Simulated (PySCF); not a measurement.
Al(OH)2 (AlH₂O₂), SMILES [Al]([OH])[OH], multiplicity 2. Atoms are numbered in the order given.

```xyz
5

Al     0.0000     0.0000    -0.5167
O      0.0000    -1.5067     0.2679
H      0.0000    -1.6426     1.2151
O      0.0000     1.5067     0.2679
H      0.0000     1.6426     1.2151
```
Charge 0, spin multiplicity 2.

Geometry optimised at PBE0-D3(BJ)/def2-TZVP. The spin state was assumed, not searched. The isomer is the one that the SMILES or the coordinates give; other isomers of the formula were not compared. The values are those of a single conformer.

All values below come from PBE/def2-TZVPD run with PySCF.

Mulliken values depend strongly on the basis, most of all with diffuse functions as here. ESP charges are fitted to the potential on shells at 1.4 to 2.0 van der Waals radii. Atomic charges (e):

| atom | Mulliken | ESP fit | Mulliken spin |
|---|---|---|---|
| Al1 | 0.21 | 0.57 | 0.88 |
| O2 | -0.37 | -0.69 | 0.06 |
| H3 | 0.26 | 0.40 | 0.00 |
| O4 | -0.37 | -0.69 | 0.06 |
| H5 | 0.26 | 0.40 | 0.00 |
